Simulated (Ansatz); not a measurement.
Gas-phase electronic energies from Ansatz, PBE0-D4/def2-TZVP geometries. CCSD(T)/CBS is the MP2 limit (def2-TZVPP, def2-QZVPP) plus CCSD(T) − MP2 in def2-TZVPP, frozen cores. Functionals use def2-TZVPP. B3LYP here is the variant with VWN-RPA as its local correlation; programs differ in this. Each species was taken in one conformer, which may not be the lowest.

`N[Si@H](F)N[Si@@H](N)Cl` + `N[SiH2]S` → `N[SiH2]S[SiH](N)Cl` + `N[SiH](N)F`  (ligand exchange at the Si–N bond)

`N[Si@H](F)N[Si@@H](N)Cl`:

```xyz
14

N     1.974   -1.864   -0.502
Si    0.950   -0.842    0.396
F     0.428   -1.753    1.605
N    -0.313   -0.325   -0.637
Si   -1.244    1.107   -0.558
N    -1.519    1.478    1.073
Cl   -0.296    2.773   -1.325
H     2.564   -2.528   -0.028
H     2.395   -1.541   -1.358
H     1.539    0.349    1.041
H    -0.550   -0.965   -1.383
H    -2.417    0.903   -1.440
H    -1.655    2.421    1.392
H    -1.856    0.788    1.724
```

`N[SiH2]S`:

Cartesian coordinates in Å:
```
N -0.533 1.320 0.143
Si -0.225 -0.308 -0.262
S 1.352 -1.136 0.943
H -1.295 1.556 0.754
H 0.196 2.013 0.163
H 0.219 -0.464 -1.671
H -1.508 -1.022 -0.048
H 1.794 -1.960 -0.022
```

`N[SiH2]S[SiH](N)Cl`:

Z-matrix (Å, degrees):
```
Si
S 1 2.172
N 1 1.706 2 117.3
H 1 1.481 2 108.0 3 123.0
H 1 1.482 2 102.5 3 -119.6
Si 2 2.107 1 98.4 3 -46.5
H 3 1.009 1 117.1 2 69.3
H 3 1.008 1 119.0 2 -67.8
N 6 1.710 2 109.5 1 -36.8
Cl 6 2.063 2 114.2 1 79.9
H 6 1.480 2 106.6 1 -164.9
H 9 1.008 6 119.5 2 166.0
H 9 1.008 6 119.3 2 -50.5
```

`N[SiH](N)F`:

Cartesian coordinates in Å:
```
N -0.087 1.417 -0.250
Si -0.123 -0.093 0.530
N 0.227 -1.282 -0.624
F 0.934 0.071 1.725
H 0.068 2.265 0.269
H -0.600 1.577 -1.100
H -1.373 -0.524 1.200
H -0.045 -2.241 -0.487
H 0.999 -1.190 -1.263
```

CCSD(T)/CBS gives -4.1 kJ/mol.

Task: Another level gave -5.4 kJ/mol. Which?
A. HF/def2-TZVPP
B. B3LYP/def2-TZVPP
C. CCSD(T)/def2-TZVPP
D. ωB97M-V/def2-TZVPP

Result: D. ωB97M-V -5.4, B3LYP 3.6, HF/def2-TZVPP 15.6, CCSD(T)/def2-TZVPP -1.4 kJ/mol.

Largest T1 diagnostic among the species: 0.011.

In def2-TZVPP, CCSD(T) changes the Hartree–Fock value by −17.0 kJ/mol (the triples alone add −4.2 kJ/mol) and MP2 by −23.2 kJ/mol. The D4 term adds −8.6 kJ/mol with B3LYP and −4.6 kJ/mol with PBE0; it sums over pairs of atoms, weighted by their polarisabilities, and B3LYP, whose exchange is more repulsive, gets the larger term.
